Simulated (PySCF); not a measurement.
C6MoO6, SMILES [O+]#[C-]->[Mo](<-[C-]#[O+])(<-[C-]#[O+])(<-[C-]#[O+])(<-[C-]#[O+])<-[C-]#[O+], multiplicity 1. The structure is a stationary point at PBE0-D3(BJ)/def2-SVP. The multiplicity is an assumed one; other spin states were not compared. The isomer is the one that the SMILES or the coordinates give; other isomers of the formula were not compared. The def2 effective core potentials stand for the cores of Mo; spin–orbit coupling is left out.

Computed equilibrium geometry at PBE0-D3(BJ)/def2-SVP (PySCF confirms it by a frequency run) as Cartesian coordinates in Å, and its point group:
point group Oh.
```xyz
13

Mo     0.0000     0.0000     0.0000
O      0.0000     3.1945     0.0000
C      0.0000     2.0531     0.0000
O      0.0000     0.0000     3.1945
C      0.0000     0.0000     2.0531
O      3.1945     0.0000     0.0000
C      2.0531     0.0000     0.0000
O     -3.1945     0.0000     0.0000
C     -2.0531     0.0000     0.0000
O      0.0000     0.0000    -3.1945
C      0.0000     0.0000    -2.0531
O      0.0000    -3.1945     0.0000
C      0.0000    -2.0531     0.0000
```
